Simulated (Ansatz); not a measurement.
1-ethyl-3-methylimidazolium (C6H11N2⁺). The state is a singlet with charge 1. Geometry r2SCAN-D4/def2-SVP.

```xyz
19

C     0.713    1.590   -2.210
C     0.126    0.203   -2.010
N     0.151   -0.215   -0.596
C     1.264   -0.643    0.097
C     0.870   -0.875    1.387
N    -0.475   -0.578    1.458
C    -1.309   -0.694    2.653
C    -0.889   -0.181    0.247
H     0.671    1.848   -3.278
H     1.766    1.634   -1.895
H     0.147    2.350   -1.652
H    -0.923    0.152   -2.336
H     0.680   -0.562   -2.575
H     2.236   -0.754   -0.380
H     1.432   -1.229    2.250
H    -1.320   -1.737    2.995
H    -2.330   -0.379    2.409
H    -0.908   -0.047    3.445
H    -1.904    0.118   -0.010
```

B3LYP takes the VWN-RPA correlation. HSE06 is defined as in plane-wave codes, on full-range PBE exchange.

**Question.** Estimate the orbital energies around the gap (eV) in Ansatz with PBE-D4/def2-TZVP, r2SCAN-D4/def2-TZVP, B3LYP-D4/6-31G, HSE06-D4/def2-TZVP, ωB97X-V/def2-TZVP.

**Answer.** 
```tsv
orbital	PBE-D4/def2-TZVP	r2SCAN-D4/def2-TZVP	B3LYP-D4/6-31G	HSE06-D4/def2-TZVP	ωB97X-V/def2-TZVP
HOMO−5	-14.31	-14.67	-15.64	-15.44	-18.41
HOMO−4	-13.77	-14.11	-14.95	-14.86	-17.81
HOMO−3	-13.14	-13.50	-14.33	-14.23	-17.17
HOMO−2	-12.67	-13.00	-13.85	-13.72	-16.65
HOMO−1	-11.89	-12.13	-12.88	-12.74	-15.47
HOMO	-11.04	-11.20	-11.85	-11.67	-14.34
LUMO	-5.96	-5.77	-5.00	-5.34	-2.75
LUMO+1	-5.16	-4.90	-4.00	-4.48	-1.85
LUMO+2	-3.57	-2.80	-2.02	-3.10	-0.87
LUMO+3	-3.28	-2.56	-1.65	-2.82	-0.55
LUMO+4	-3.04	-2.39	-1.30	-2.52	-0.21
LUMO+5	-2.83	-2.09	-0.98	-2.26	0.07
```
